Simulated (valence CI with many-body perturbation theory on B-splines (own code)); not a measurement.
## Level structure of W⁵⁹⁺

Computed by valence CI with perturbative core correlation (CI+MBPT): five valence electrons over a frozen Dirac-Fock core [Ne], a basis of 11 s, 11 p, 10 d, 8 f, 5 g, 2 h functions for each j, with the one-electron correlation potential Σ1, the two-electron term Σ2, the three-electron term Σ3, Breit, model QED; selected CI, second order for the rest, scaled by the run's own slope (own B-spline code, finite nucleus).

No measured spectrum was set against this ion. As an estimate, large intervals hold to a few tenths of a per cent, small ones and those within an open d or f shell to about a per cent. Among the levels kept, up to 3200 cm⁻¹ of a level comes from second order outside the variational space, and about a tenth of that is noise between levels of different J, which matters for small intervals.

Levels 1 to 45 of 168, with energies above the lowest level, (3s^2 3p1/2^2 3p3/2) J=3/2. "Leading %" is the weight of the configuration and term that name the level; weights of strongly mixed levels are sums over their largest components and can fall short. In the jj column 3d3/2^4 stands for four electrons in 3d with j = 3/2. Lifetimes count E1, E2, E3, M1 and M2 decay at the calculated energies, and are blank where another channel may lead or the interval is too uncertain; long ones can be off by a factor of two.

```csv
No.,Configuration,Term,J,E (eV),Leading %,Lifetime,g,Second component,Leading jj
1,3s2 3p3,2P°,3/2,0.00,48,,1.341,27 % 3s2 3p3 2D°,3s^2 3p1/2^2 3p3/2 (99 %)
2,3s2 3p2 3d,2D,3/2,229.65,41,80.1 ps,0.777,34 % 3s2 3p2 3d 4F,3s^2 3p1/2^2 3d3/2 (99 %)
3,3s2 3p2 3d,2D,5/2,324.03,33,4.25 ps,1.195,20 % 3s2 3p2 3d 4D,3s^2 3p1/2^2 3d5/2 (98 %)
4,3s2 3p3,4S°,3/2,341.34,55,2.60 ns,1.453,44 % 3s2 3p3 2D°,3s^2 3p1/2 3p3/2^2 (99 %)
5,3s2 3p3,2D°,5/2,353.14,99,7.73 ns,1.186,,3s^2 3p1/2 3p3/2^2 (99 %)
6,3s2 3p3,2P°,1/2,368.50,99,4.38 ns,0.647,,3s^2 3p1/2 3p3/2^2 (99 %)
7,3s 3p4,4P,5/2,515.75,66,2.85 ps,1.456,27 % 3s 3p4 2D,3s 3p1/2^2 3p3/2^2 (93 %)
8,3s 3p4,2P,3/2,545.50,33,1.09 ps,1.146,24 % 3s 3p4 2D,3s 3p1/2^2 3p3/2^2 (68 %)
9,3s 3p4,2S,1/2,547.44,54,1.45 ps,2.042,24 % 3s 3p4 4P,3s 3p1/2^2 3p3/2^2 (84 %)
10,3s2 3p2 3d,4F,5/2,568.41,47,116 ps,0.956,45 % 3s2 3p2 3d 2F,3s^2 3p1/2 3p3/2 3d3/2 (98 %)
11,3s2 3p2 3d,4D,1/2,571.71,80,87.7 ps,0.214,13 % 3s2 3p2 3d 2P,3s^2 3p1/2 3p3/2 3d3/2 (99 %)
12,3s2 3p2 3d,4F,3/2,571.95,32,3.54 ps,0.902,28 % 3s2 3p2 3d 4D,3s^2 3p1/2 3p3/2 3d3/2 (92 %)
13,3s2 3p2 3d,2G,7/2,580.73,52,826 ps,1.021,26 % 3s2 3p2 3d 2F,3s^2 3p1/2 3p3/2 3d3/2 (98 %)
14,3s2 3p2 3d,2D,5/2,610.44,36,317 fs,1.157,24 % 3s2 3p2 3d 2F,3s^2 3p1/2 3p3/2 3d3/2 (93 %)
15,3s2 3p2 3d,2P,1/2,620.65,38,238 fs,1.662,31 % 3s2 3p2 3d 4P,3s^2 3p1/2 3p3/2 3d3/2 (88 %)
16,3s2 3p2 3d,2D,3/2,621.34,26,168 fs,1.216,22 % 3s2 3p2 3d 4P,3s^2 3p1/2 3p3/2 3d3/2 (76 %)
17,3s2 3p2 3d,4D,7/2,649.96,47,804 ps,1.301,37 % 3s2 3p2 3d 4F,3s^2 3p1/2 3p3/2 3d5/2 (99 %)
18,3s2 3p2 3d,2P,3/2,662.44,45,4.90 ps,1.332,23 % 3s2 3p2 3d 4P,3s^2 3p1/2 3p3/2 3d5/2 (97 %)
19,3s2 3p2 3d,2G,9/2,662.89,62,149 ns,1.181,37 % 3s2 3p2 3d 4F,3s^2 3p1/2 3p3/2 3d5/2 (99 %)
20,3s2 3p2 3d,2F,5/2,665.97,37,5.82 ps,1.116,25 % 3s2 3p2 3d 2D,3s^2 3p1/2 3p3/2 3d5/2 (97 %)
21,3s2 3p2 3d,2D,5/2,686.25,41,1.37 ps,1.275,35 % 3s2 3p2 3d 4P,3s^2 3p1/2 3p3/2 3d5/2 (94 %)
22,3s2 3p2 3d,2F,7/2,687.50,62,2.09 ps,1.122,17 % 3s2 3p2 3d 4F,3s^2 3p1/2 3p3/2 3d5/2 (97 %)
23,3s2 3p2 3d,2D,3/2,696.16,60,2.72 ps,0.931,22 % 3s2 3p2 3d 2P,3s^2 3p1/2 3p3/2 3d5/2 (98 %)
24,3s2 3p2 3d,2P,1/2,700.02,54,1.92 ps,1.225,36 % 3s2 3p2 3d 2S,3s^2 3p1/2 3p3/2 3d5/2 (96 %)
25,3s2 3p3,2P°,3/2,711.67,51,626 ps,1.303,28 % 3s2 3p3 2D°,3s^2 3p3/2^3 (98 %)
26,3s 3p3 3d,4D°,5/2,741.07,29,23.5 ps,1.257,19 % 3s 3p3 3d 6D°,3s 3p1/2^2 3p3/2 3d3/2 (96 %)
27,3s 3p3 3d,4D°,3/2,743.23,27,10.3 ps,1.252,23 % 3s 3p3 3d 6D°,3s 3p1/2^2 3p3/2 3d3/2 (96 %)
28,3s 3p3 3d,4P°,1/2,745.45,45,24.0 ps,2.369,29 % 3s 3p3 3d 6D°,3s 3p1/2^2 3p3/2 3d3/2 (97 %)
29,3s 3p3 3d,4F°,7/2,751.70,23,22.7 ps,1.244,17 % 3s 3p3 3d 2F°,3s 3p1/2^2 3p3/2 3d3/2 (94 %)
30,3s 3p3 3d,2D°,3/2,770.07,28,1.48 ps,1.004,12 % 3s 3p3 3d 4F°,3s 3p1/2^2 3p3/2 3d3/2 (83 %)
31,3s 3p3 3d,2F°,5/2,781.18,21,842 fs,0.872,20 % 3s 3p3 3d 4G°,3s 3p1/2^2 3p3/2 3d3/2 (78 %)
32,3s 3p3 3d,4D°,1/2,785.63,43,721 fs,0.554,25 % 3s 3p3 3d 2P°,3s 3p1/2^2 3p3/2 3d3/2 (87 %)
33,3s2 3p 3d2,4G°,5/2,812.18,42,500 fs,0.784,28 % 3s2 3p 3d2 2F°,3s^2 3p1/2 3d3/2^2 (78 %)
34,3s 3p3 3d,4F°,9/2,823.07,49,26.6 ps,1.345,30 % 3s 3p3 3d 6D°,3s 3p1/2^2 3p3/2 3d5/2 (98 %)
35,3s 3p3 3d,4D°,5/2,839.86,30,2.42 ps,1.373,20 % 3s 3p3 3d 4P°,3s 3p1/2^2 3p3/2 3d5/2 (96 %)
36,3s 3p3 3d,4D°,7/2,847.42,31,2.87 ps,1.260,23 % 3s 3p3 3d 2F°,3s 3p1/2^2 3p3/2 3d5/2 (90 %)
37,3s 3p3 3d,2D°,3/2,848.89,19,1.33 ps,1.098,16 % 3s 3p3 3d 4D°,3s 3p1/2^2 3p3/2 3d5/2 (82 %)
38,3s2 3p 3d2,2P°,1/2,854.36,38,254 fs,0.633,36 % 3s2 3p 3d2 4D°,3s^2 3p1/2 3d3/2^2 (87 %)
39,3s2 3p 3d2,4F°,3/2,859.26,29,168 fs,0.811,25 % 3s2 3p 3d2 2D°,3s^2 3p1/2 3d3/2^2 (71 %)
40,3s 3p3 3d,2F°,7/2,864.52,28,825 fs,1.175,16 % 3s 3p3 3d 4D°,3s 3p1/2^2 3p3/2 3d5/2 (88 %)
41,3s 3p4,4P,3/2,867.95,70,865 fs,1.495,16 % 3s 3p4 2D,3s 3p1/2 3p3/2^3 (87 %)
42,3s 3p3 3d,2P°,1/2,873.43,47,2.70 ps,0.665,34 % 3s 3p3 3d 4D°,3s 3p1/2^2 3p3/2 3d5/2 (96 %)
43,3s 3p3 3d,2F°,5/2,878.51,20,943 fs,1.093,17 % 3s 3p3 3d 2D°,3s 3p1/2^2 3p3/2 3d5/2 (80 %)
44,3s 3p3 3d,2P°,3/2,880.60,25,847 fs,1.354,19 % 3s 3p3 3d 4D°,3s 3p1/2^2 3p3/2 3d5/2 (84 %)
45,3s 3p4,2D,5/2,886.21,63,857 fs,1.293,24 % 3s 3p4 4P,3s 3p1/2 3p3/2^3 (87 %)
```

The ionisation energy to 3s2 3p2 3P_0 of the next ion comes out as 6104.3 eV (NIST: 6093 ± 5 eV (semi-empirical)). All 168 levels together are meant to be complete up to 1356.18 eV.
